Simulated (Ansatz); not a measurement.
Abridged output of a molecular run in Ansatz:

```
Functional definition: HF
1343 factors; integrals over basis functions are off by at most 1.5e-3 eV
mean field evaluation 1: about -39086.2771 eV, gradient 3.9e1 eV
mean field evaluation 2: about -39086.2833 eV, gradient 3.9e1 eV
mean field evaluation 4: about -39089.5930 eV, gradient 3.8e0 eV
mean field evaluation 8: about -39089.6311 eV, gradient 1.2e-4 eV
mean field -39089.63109099 eV, -1436.5174466904 hartree, gradient 1.5e-6 eV, S^2 0.000000; 0 other end points of the search recorded, 0 dependent functions left out
19 core orbitals not correlated: weight in the atoms' cores, before any rotation towards them, 1.000 or more for the frozen orbitals, at most 0.000 for the correlated occupied ones
reference -39089.63109099 eV, -1436.5174466904 hartree; 22, 22 occupied and 99, 99 virtual orbitals, 1343 factors
second order -27.19530425 eV of doubles, -0.00000000 eV of singles
cycle   1  -28.17240607 eV  change   -9.8e-1 eV  update   1.1e-1
cycle   2  -28.78867421 eV  change   -6.2e-1 eV  update   3.0e-2
cycle   3  -28.93070333 eV  change   -1.4e-1 eV  update   1.4e-2
cycle   4  -28.92713363 eV  change    3.6e-3 eV  update   2.9e-3
cycle   5  -28.92667118 eV  change    4.6e-4 eV  update   1.1e-3
cycle   6  -28.92690436 eV  change   -2.3e-4 eV  update   3.1e-4
cycle   7  -28.92674977 eV  change    1.5e-4 eV  update   1.1e-4
cycle   8  -28.92671884 eV  change    3.1e-5 eV  update   3.2e-5
perturbative correction -0.69204321 eV, -0.0254321190 hartree
Total energy: -39119.24985305 eV, -1437.6059161197 hartree
```

Its atoms:

Cartesian coordinates in Å:
```
C -0.132 -2.021 -1.152
O -0.078 -1.038 -0.137
Si 0.828 0.297 -0.143
Cl 0.411 1.374 -1.832
Cl 2.806 -0.153 -0.143
O 0.528 1.162 1.178
C -0.732 1.699 1.537
H -0.878 -2.760 -0.860
H 0.836 -2.517 -1.264
H -0.423 -1.580 -2.110
H -0.600 2.261 2.462
H -1.105 2.374 0.762
H -1.462 0.903 1.703
```

(1) Which basis set was used?
A. def2-QZVPP
B. def2-SVP
C. def2-TZVPP
D. cc-pV(Q+d)Z

(2) Write the keys of the input that set method, charge and spin (a neutral closed shell needs none for the last two).

Answers

(1) B. It gives 140 functions.

(2) 
```yaml
correlation: {method: ccsd_t}
```
